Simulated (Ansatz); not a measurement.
Coupled-cluster diagnostics for n-GeSiSiGeH10 (Si2Ge2H10), Ansatz.

Geometry of the singlet (PBE-D4/def2-SVP):

```csv
atom,x (Å),y (Å),z (Å)
Ge1,0.9710,-1.2585,1.8290
Ge2,-2.1484,0.6259,-0.9303
Si3,1.5049,-0.4792,-0.3721
Si4,0.1312,1.3598,-0.8761
H5,1.1648,-0.1121,2.8571
H6,-0.5126,-1.7131,1.8854
H7,1.8685,-2.4531,2.2477
H8,2.9656,-0.1126,-0.4408
H9,1.2467,-1.5802,-1.3689
H10,0.4983,1.9773,-2.2019
H11,0.2927,2.4089,0.1947
H12,-2.5412,0.0115,0.4400
H13,-3.1207,1.7934,-1.2450
H14,-2.3207,-0.4679,-2.0186
```

Correlated methods freeze 28 core orbitals; core or outer-core shells of Ge are correlated, in sets that lack core-valence functions. Another isomer (singlet) lies 0.23 eV lower at PBE0-D4/def2-TZVP; other spin states weren't run for this one.

Estimate the CCSD(T) correlation energy, the shares of MP2 and (T), T1 and the reference's ⟨S²⟩ for: charge 0, singlet, own geometry in def2-SVP; and the rough time on 4 threads of Intel Xeon on a shared host.


```json
{"state": "charge 0, singlet, own geometry", "basis": "def2-SVP", "correlation (eV)": "-20.764", "MP2 share (%)": "89.0", "(T) share (%)": "2.8", "T1": "0.011", "⟨S²⟩ (pure)": "0.00 (0.00)", "wall time": "16 s"}
```
Customary marks for T1 are 0.02 (closed shells), 0.045 (open shells) and about 0.05 (3d metals). T1 stays under 0.02 throughout.
